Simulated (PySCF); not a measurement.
Ga(H)2(NH2) (GaH4N), SMILES [GaH2][NH2].

Coordinates come from a B3LYP-D3(BJ)/def2-TZVP optimisation.

These are TDDFT-B3LYP/def2-TZVPD (PySCF) values and carry that method's errors.

Vertical excitations. Gas-phase values at a fixed geometry. State labels are in the subgroup C2v.

Computed UV-visible absorptions:
```json
[
 {"state": "S1", "symmetry": "A1", "energy (eV)": "5.63", "λ (nm)": "220", "f": "0.098", "main pairs": "HOMO→LUMO 98 %"},
 {"state": "S2", "symmetry": "B1", "energy (eV)": "6.00", "λ (nm)": "207", "f": "0.075", "main pairs": "HOMO→LUMO+1 99 %"},
 {"state": "S3", "symmetry": "A2", "energy (eV)": "6.07", "λ (nm)": "204", "f": "0.000", "main pairs": "HOMO−1→LUMO 100 %"},
 {"state": "S4", "symmetry": "B1", "energy (eV)": "6.77", "λ (nm)": "183", "f": "0.000", "main pairs": "HOMO→LUMO+2 90 %"},
 {"state": "S5", "symmetry": "B1", "energy (eV)": "7.18", "λ (nm)": "173", "f": "0.012", "main pairs": "HOMO−2→LUMO 76 %, HOMO→LUMO+3 16 %"},
 {"state": "S6", "symmetry": "B1", "energy (eV)": "7.29", "λ (nm)": "170", "f": "0.065", "main pairs": "HOMO→LUMO+3 75 %, HOMO−2→LUMO 20 %"},
 {"state": "S7", "symmetry": "B2", "energy (eV)": "7.37", "λ (nm)": "168", "f": "0.011", "main pairs": "HOMO−1→LUMO+1 98 %"},
 {"state": "S8", "symmetry": "A2", "energy (eV)": "7.64", "λ (nm)": "162", "f": "0.000", "main pairs": "HOMO→LUMO+4 98 %"},
 {"state": "S9", "symmetry": "B1", "energy (eV)": "7.92", "λ (nm)": "156", "f": "0.011", "main pairs": "HOMO→LUMO+5 97 %"},
 {"state": "S10", "symmetry": "B2", "energy (eV)": "7.97", "λ (nm)": "156", "f": "0.186", "main pairs": "HOMO−1→LUMO+2 89 %"},
 {"state": "T1", "symmetry": "A1", "energy (eV)": "4.44", "λ (nm)": "279", "f": "0", "main pairs": "HOMO→LUMO 98 %"},
 {"state": "T2", "symmetry": "B1", "energy (eV)": "5.58", "λ (nm)": "222", "f": "0", "main pairs": "HOMO→LUMO+1 94 %"},
 {"state": "T3", "symmetry": "A2", "energy (eV)": "5.62", "λ (nm)": "221", "f": "0", "main pairs": "HOMO−1→LUMO 99 %"},
 {"state": "T4", "symmetry": "B1", "energy (eV)": "6.63", "λ (nm)": "187", "f": "0", "main pairs": "HOMO→LUMO+2 71 %, HOMO−2→LUMO 17 %"}
]
```
Triplets are in the Tamm–Dancoff approximation, which puts them higher than full response would, so one can lie above its singlet here.
